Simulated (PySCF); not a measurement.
GeH₅, SMILES [GeH5-], charge -1.

The structure is a stationary point at B3LYP-D3(BJ)/def2-TZVPD.

Two levels are set side by side: PBE/def2-TZVPD (PySCF) and r2SCAN/def2-TZVPD (PySCF). Same geometry, gas phase. Differences are taken from unrounded values.

| quantity | r2SCAN |
|---|---|
| orbital gap (eV) | 3.17 |
| highest occupied level (eV) | 1.00 |
| lowest empty level (eV) | 4.17 |
| mean polarisability (bohr³) | 66.3 |

Task: What does PBE give, and how far is it from r2SCAN? (An estimate is asked for; the answer gives what the named calculation found.)

Result: 
```tsv
quantity	PBE	PBE minus r2SCAN
orbital gap (eV)	2.47	-0.70
highest occupied level (eV)	1.18	0.18
lowest empty level (eV)	3.65	-0.52
mean polarisability (bohr³)	69.1	2.8
```

Rough cost on one machine, each run with all the roots and properties that it gave: r2SCAN against PBE about 3 times.
